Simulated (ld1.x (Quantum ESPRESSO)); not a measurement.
**Transferability test, ultrasoft potential for calcium (Ca)**

ld1.x (Quantum ESPRESSO) 7.5 input, shortened:

```
&input
   title='Ca', zed=20., rel=2, dft='PBESOL', iswitch=3,
   config='[Ar] 3d0 4s2 4p0', rel_dist='average'
 /
 &inputp
   pseudotype=3, tm=.true., lloc=-2, rcloc=2.00,
   nlcc=.true., rcore=2.35,
   which_augfun='PSQ', rmatch_augfun_nc=.true.
 /
6
3S  1  0   2.00   0.00  1.95  2.30  0.0
4S  2  0   2.00   0.00  1.95  2.30  0.0
3P  2  1   6.00   0.00  2.25  2.90  0.0
4P  3  1   0.00   0.00  2.25  2.90  0.0
3D  3  2   0.00   0.00  2.75  3.10  0.0
3D  3  2   0.00   1.40  2.75  3.10  0.0
 &test
   configts(1)='3s2 3p6 3d0 4s2 4p0'
 /
```

Open shells are filled in proportion to 2j + 1 (rel_dist='average').

Energies are relative to the spin-unpolarised reference configuration 3s2 3p6 3d0 4s2 4p0; without spin polarisation the order of configurations can differ from experiment. Not all tests gave a result: test run stopped at test 5 of 7 (negative rho).

```tsv
valence configuration	charge	ΔE all-electron (eV)	error AE − PS (meV)
3s2 3p6 3d0 4s0 4p0	+2	17.986	-4.5
3s2 3p6 3d0 4s0 4p2	0	4.945	-4.9
```

(1) What are ΔE and the potential's error for 3s2 3p6 3d0 4s1.5 4p0?

(2) What are ΔE and the potential's error for 3s2 3p6 3d0 4s1 4p0?

Levels in the configuration 3s2 3p6 3d0 4s1 4p0:

| level | all-electron (eV) | pseudo (eV) |
| --- | --- | --- |
| 3s j=1/2 | -53.866 | -53.857 |
| 3p j=1/2 | -35.088 | -35.077 |
| 3p j=3/2 | -34.701 | -34.690 |
| 4s j=1/2 | -8.942 | -8.943 |

Answers

(1) ΔE = 2.503 eV all-electron; the error (AE − PS) is 0.0 meV.

(2) ΔE = 6.305 eV all-electron; the error (AE − PS) is -0.3 meV.
